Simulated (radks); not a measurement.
The numbers below are computed, except where a source is named.
Q: Species: Tm4+. Configuration: [Xe] 4f11. Code: a radial shooting solver on a logarithmic mesh with Libxc functionals. Model: scalar-relativistic Kohn-Sham, r2SCAN, spin-polarised, spherical densities, finite nucleus; open shells are filled with parallel spins first (spin-orbit coupling, left out, can overturn this in heavy ions); meta-GGA in the generalised Kohn-Sham scheme; Fermi nuclear charge, rms radius 5.2256 fm. Some entries of the table are withheld. Estimate them.

| orbital | occ. | eigenvalue (eV) | <r> (bohr) | <1/r> (bohr^-1) |
|---|---|---|---|---|
| 1s up | 1 | -59414.00 | 0.02001 | 79.07 |
| 1s down | 1 | -59413.99 | 0.02001 | 79.07 |
| 2s up | 1 | -10094.32 | 0.08486 | 18.44 |
| 2s down | 1 | -10094.31 | 0.08486 | 18.44 |
| 2p up | 3 | -8916.086 | 0.07542 | 16.97 |
| 2p down | 3 | -8916.071 | 0.07542 | 16.97 |
| 3s up | 1 | -2323.081 | 0.2207 | 6.815 |
| 3s down | 1 | -2321.182 | 0.2206 | 6.819 |
| 3p up | 3 | -1964.534 | 0.2202 | 6.348 |
| 3p down | 3 | -1962.632 | 0.2201 | 6.352 |
| 3d up | 5 | -1521.155 | 0.2000 | 6.005 |
| 3d down | 5 | -1519.698 | 0.1998 | 6.009 |
| 4s up | 1 | -509.2838 | 0.4970 | 2.874 |
| 4s down | 1 | -505.4114 | 0.4971 | 2.873 |
| 4p up | 3 | -390.5922 | 0.5267 | 2.631 |
| 4p down | 3 | -386.7648 | 0.5269 | 2.629 |
| 4d up | 5 | -232.1952 | (1) | 2.331 |
| 4d down | 5 | -228.3962 | (2) | 2.328 |
| 5s up | 1 | -103.7494 | 1.181 | 1.124 |
| 5s down | 1 | -102.1729 | 1.191 | 1.111 |
| 5p up | 3 | -74.0325 | 1.352 | 0.9652 |
| 5p down | 3 | -72.9597 | 1.365 | 0.9533 |
| 4f up | 7 | -58.2831 | 0.7051 | 1.812 |
| 4f down | 4 | -54.7774 | 0.7174 | 1.793 |

A: 
(1) 4d up <r> (bohr): 0.5676
(2) 4d down <r> (bohr): 0.5684
